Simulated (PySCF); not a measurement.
CH4STe. Atoms are numbered in the order given.

```xyz
7

Te    -0.3501     0.2729     0.7343
H     -1.9261     0.1270     0.1667
S      0.6915    -1.0440    -1.0248
C      0.9838     0.1902    -2.3460
H      0.0377     0.5815    -2.7447
H      1.5150    -0.3520    -3.1441
H      1.6137     1.0170    -1.9908
```
Charge 0, spin multiplicity 1.

Geometry optimised at B3LYP-D3(BJ)/def2-SVP. The def2 effective core potentials stand for the cores of Te; spin–orbit coupling is left out.

Method: PySCF with ωB97X/def2-TZVPD.

Mulliken values depend strongly on the basis, most of all with diffuse functions as here. ESP charges are fitted to the potential on shells at 1.4 to 2.0 van der Waals radii. Atomic charges (e):

```tsv
atom	Mulliken	ESP fit
Te1	0.10	…
H2	0.03	…
S3	-0.27	…
C4	-0.61	-0.44
H5	0.25	0.14
H6	0.25	0.21
H7	0.25	0.16
```

**Question.** Fill in the missing entries. (An estimate is asked for; the answer gives what the named calculation found.)

**Answer.** 
- Te1, ESP fit: 0.01
- H2, ESP fit: 0.05
- S3, ESP fit: -0.14
